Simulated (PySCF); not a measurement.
# Co¹⁸⁺ (cobalt, charge +18) across methods

[He] 2s2 2p5, 2P determinant. All numbers are calculated (PySCF 2.14, no relativity, point nucleus, in an even-tempered Gaussian basis (18 s from 3.4 bohr⁻², ratio 2.2; 11 p from 4.4 bohr⁻², ratio 2.2; 6 d from 23 bohr⁻², ratio 2.4; 5 f from 35 bohr⁻², ratio 2.4; 5 g from 53 bohr⁻², ratio 2.4)).

```
 method  E (hartree)  mean ε 2s β (eV)  mean ε 2p α (eV)  mean ε 2p β (eV)  Σ⟨r²⟩ (bohr²)   ⟨S²⟩
   PBE0    -1185.664           -1562.8           -1468.9           -1459.7         0.4433  0.750
r2SCANh    -1185.915           -1560.1           -1466.3           -1456.8         0.4427  0.750
    LDA    -1183.179           -1546.9           -1454.4           -1445.0         0.4443  0.750
 r2SCAN    -1185.915           -1555.3           -1461.6           -1452.2         0.4428  0.750
    UHF  -1185.56159           -1602.4           -1507.7           -1496.7         0.4424  0.750
  TPSSh    -1185.954           -1557.0           -1461.9           -1453.3         0.4433  0.750
    PBE    -1185.580           -1549.0           -1455.5           -1446.8         0.4436  0.750
```
